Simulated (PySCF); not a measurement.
Simulated outer-valence photoelectron spectrum of `Br[Si](Br)(Br)Cl`. Theory: EOM-IP-CCSD/aug-cc-pVDZ in PySCF, restricted Hartree–Fock reference, 37 core orbitals frozen, non-relativistic, gas phase, PBE0-D3(BJ)/def2-SVP geometry.

Each root has a Gaussian of 0.3 eV full width with its one-hole share as area; cross sections and vibrations are left out, and the highest printed point is 100.

(ionisation energy (eV), intensity): (10.5, 1), (10.6, 5), (10.7, 18), (10.8, 41), (10.9, 65), (11.0, 80), (11.1, 69), (11.2, 36), (11.3, 11), (11.4, 3), (11.5, 10), (11.6, 38), (11.7, 84), (11.8, 100), (11.9, 65), (12.0, 24), (12.1, 5), (12.2, 1)

Where are the maxima, and how many lines lie under the curve?

2 maxima, at 11.0 and 11.8 eV, from 4 lines (6 roots with degenerate partners counted). At this width some lines have no maximum of their own.

List the lines with their holes.

| E (eV) | leading hole (HF orbital) | area | Koopmans (eV) |
| --- | --- | --- | --- |
| 10.85 | HOMO | 0.96 | 11.67 |
| 11.05 | HOMO-1/HOMO-2 | 1.91 | 11.89 |
| 11.77 | HOMO-3/HOMO-4 | 1.91 | 12.59 |
| 11.81 | HOMO-5 | 0.95 | 12.64 |

The widest gap, 0.72 eV, lies between 11.05 and 11.77 eV. Only orbitals with −ε under 21 eV, eight at most, were ionised, so the high end of the curve may lack lines.

On one thread, Arm Neoverse V1 (aarch64), on a shared host, this took 8.2 min of wall time and 2.6 GiB of memory at its peak.
